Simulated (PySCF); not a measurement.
C5H13AlO3, SMILES C[O][Al]([O]C)[O]C(C)C, singlet, GFN2-xTB optimised geometry. Atoms within 1.6 Å of the plane z = 0.0 Å (x, y, z in Å): Al1 (0.31, 0.08, 0.00), O2 (1.97, 0.08, 0.00), C3 (3.20, 0.75, 0.01), H4 (3.76, 0.45, 0.89), H5 (3.76, 0.47, -0.89), H6 (3.07, 1.83, 0.02), O7 (-0.50, -1.37, 0.00), C8 (-0.47, -2.76, -0.02), H9 (0.55, -3.14, -0.03), H10 (-0.98, -3.14, 0.88), H11 (-1.00, -3.13, -0.90), O12 (-0.51, 1.53, 0.00), C13 (-1.77, 2.13, 0.07), C14 (-2.23, 2.21, 1.53), C15 (-2.79, 1.36, -0.77), H16 (-1.66, 3.14, -0.33), H21 (-2.86, 0.34, -0.39), H22 (-3.76, 1.83, -0.73).

Method: CAM-B3LYP/def2-SVP (PySCF). Cells within 0.4 Å of a nucleus heavier than hydrogen are left out (blank, or x).

Map of the deformation density (molecule minus spherical neutral atoms) (e/bohr³) on the plane z = 0.0 Å:

```
|111111111111111111111111111|
|111111111111111111111111111|
|111111111111111111111111111|
|111111111111111111111111111|
|111111111111111111111111111|
|111111111111111111111111111|
|111111111431111111111111111|
|111111101851111111111111111|
|111111100x21122111111111111|
|111111115x33x42111146211111|
|111111013012x31111159101111|
|11111112101363112112x001111|
|11111123111221115x24x411111|
|1111111111111xx14xx10111111|
|111111111111211125311111111|
|111111111224352112211111111|
|111111111128x52111111111111|
|111111111112221111111111111|
|111111111100311111111111111|
|111111111113x86111111111111|
|111111111112068111111111111|
|111111111111011111111111111|
|111111111111111111111111111|
|111111111111111111111111111|
|111111111111111111111111111|
|111111111111111111111111111|
|111111111111111111111111111|
```
Scale: ten equal steps from -0.022 (start of '0') to 0.092 (end of '9'), in the order '0123456789'; x runs from -6.00 to 6.00, y from -6.00 (bottom) to 6.00 (top).
